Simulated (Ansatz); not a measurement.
Basis-set series for CH₆ClGeN, SMILES `C[NH][GeH2][Cl]`. The species carries charge 0 and has multiplicity 1. The structure was optimised at the PBE0-D4/def2-TZVP level. It is one conformer, not always the lowest.

```
functional       basis  functions  energy (Eh)  HOMO (eV)  LUMO (eV)
   PBE0-D4    def2-SVP        108  -2632.71692      -7.06       0.71
   PBE0-D4  def2-QZVPP        453  -2633.31282      -7.24       0.09
   ωB97M-V    def2-SVP        108  -2633.04375      -9.34       2.74
   ωB97M-V  def2-QZVPP        453  -2633.64112      -9.55       1.61
```

Task: Give the rows for def2-TZVPP. (Best estimate.)

Result: The calculation gave: 
```json
{"functional": "PBE0-D4", "basis": "def2-TZVPP", "functions": "236", "energy (Eh)": "-2633.24828", "HOMO (eV)": "-7.20", "LUMO (eV)": "0.31"}
{"functional": "ωB97M-V", "basis": "def2-TZVPP", "functions": "236", "energy (Eh)": "-2633.57837", "HOMO (eV)": "-9.52", "LUMO (eV)": "2.17"}
```

Positive LUMOs are unbound and depend on the basis. Scalar relativity is left out up to krypton.

Computed with Ansatz.
